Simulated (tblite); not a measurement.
Run record: tight-binding relaxation, `[Na][Br]`.

Computed with GFN2-xTB geometry optimisation, gas phase (tblite 0.8.0). Start geometry: from a force field or distance geometry. The command runs a driver script over a list of jobs; the input below is this job's line of settings and its coordinates in Å.

Command:
```bash
OMP_NUM_THREADS=1 python probes_run.py task.json out
```

Input:
```
{"job": {"kind": "relax", "xc": "GFN2-xTB", "basis": "xTB"}, "charge": 0, "multiplicity": 1}
Na     1.286600    -0.003100    -0.002600
Br    -1.283900     0.004300    -0.011500
```

Output:
```
step      E/eV     max force
  0    -118.88381    0.291
  1    -118.88612    0.265
  2    -118.89502    0.077
  3    -118.89560    0.014
  4    -118.89562    0.001
```

«max force» is the largest atomic force in eV/Å.

Task: From which step on does the largest force stay under 0.1 eV/Å, and how much energy is left to gain from there?

Result: From step 2 (0.077 eV/Å), 0.6 meV above the end.

Main results: energy lowered by 0.3 kcal/mol over 4 steps; largest atomic force 0.001 eV/Å at the end.

Task: Give the final coordinates.

Result: 0.038 Å rms from the input after alignment:
```
atom  x, y, z in Å
Na1    1.2487   -0.0029   -0.0028
Br2   -1.2460    0.0042   -0.0114
```

Hardware: an x86-64 server with one thread, no GPU (shared host).
Labels such as C1 count atoms from 1, the log's own numbers from 0.
